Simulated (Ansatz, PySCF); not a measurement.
System: AsF₂, net charge 0, doublet state. It need not be the lowest isomer of its formula. SMILES: F[As]F
Coordinates optimised at B3LYP-D3(BJ)/def2-TZVP (Ansatz, a quantum-chemistry and plane-wave program):
```
As
F 1 1.7444
F 1 1.7444 2 96.75
```
Charge 0, spin multiplicity 2.

Property: atomisation energy (electronic, to ground-state atoms), in kcal/mol. Cores are frozen in the correlated levels unless marked. UHF or UKS for open shells. No spin-orbit coupling. Frozen are the shells of the preceding noble gas and the d and f shells that filled before the atom's block. No relativistic terms. The coupled-cluster limit lacks core correlation, which all-electron functionals hold. Basis-set limits of correlation are two-point, X^-3; Hartree-Fock from the larger set.

```json
[
 {"level": "HF/6-31G*", "program": "Ansatz", "atomisation energy (kcal/mol)": "104.5"},
 {"level": "HF-D3(BJ)/def2-TZVPD", "program": "PySCF + dftd3", "atomisation energy (kcal/mol)": "122.4"},
 {"level": "SVWN5/def2-TZVPD", "program": "Ansatz", "atomisation energy (kcal/mol)": "262.2"},
 {"level": "BLYP/def2-TZVPD", "program": "Ansatz", "atomisation energy (kcal/mol)": "217.3"},
 {"level": "BP86-D4/def2-TZVPD", "program": "PySCF + dftd4", "atomisation energy (kcal/mol)": "221.4"},
 {"level": "BP86/def2-TZVPD", "program": "PySCF", "atomisation energy (kcal/mol)": "220.2"},
 {"level": "r2SCAN-D3(BJ)/def2-TZVPD", "program": "Ansatz + dftd3", "atomisation energy (kcal/mol)": "208.8"},
 {"level": "r2SCANh-D4/def2-TZVPD", "program": "Ansatz + dftd4", "atomisation energy (kcal/mol)": "202.8"},
 {"level": "PW6B95-D4/def2-TZVPD", "program": "PySCF + dftd4", "atomisation energy (kcal/mol)": "209.3"},
 {"level": "M06-2X/def2-TZVPD", "program": "PySCF", "atomisation energy (kcal/mol)": "205.5"},
 {"level": "CAM-B3LYP-D4/def2-TZVPD", "program": "Ansatz + dftd4", "atomisation energy (kcal/mol)": "211.3"},
 {"level": "LC-wPBE-D4/def2-TZVPD", "program": "Ansatz + dftd4", "atomisation energy (kcal/mol)": "208.0"},
 {"level": "RPA@PBE/cc-pVTZ", "program": "Ansatz", "atomisation energy (kcal/mol)": "177.6"},
 {"level": "MP2/cc-pVDZ", "program": "Ansatz", "atomisation energy (kcal/mol)": "175.7"},
 {"level": "MP2/CBS(cc-pVTZ,cc-pVQZ)", "program": "Ansatz", "atomisation energy (kcal/mol)": "218.2"},
 {"level": "RI-MP2/CBS(aug-cc-pVTZ,aug-cc-pVQZ)", "program": "Ansatz", "atomisation energy (kcal/mol)": "219.2"},
 {"level": "RI-MP2/CBS(cc-pVTZ,cc-pVQZ)", "program": "Ansatz", "atomisation energy (kcal/mol)": "218.2"},
 {"level": "SCS-MP2/6-31G*", "program": "Ansatz", "atomisation energy (kcal/mol)": "183.4"},
 {"level": "CCSD/cc-pVTZ", "program": "Ansatz", "atomisation energy (kcal/mol)": "185.1"},
 {"level": "CCSD(T)/cc-pVQZ", "program": "Ansatz", "atomisation energy (kcal/mol)": "201.4"},
 {"level": "CCSD(T)/CBS(cc-pVTZ,cc-pVQZ)", "program": "Ansatz", "atomisation energy (kcal/mol)": "205.7"}
]
```
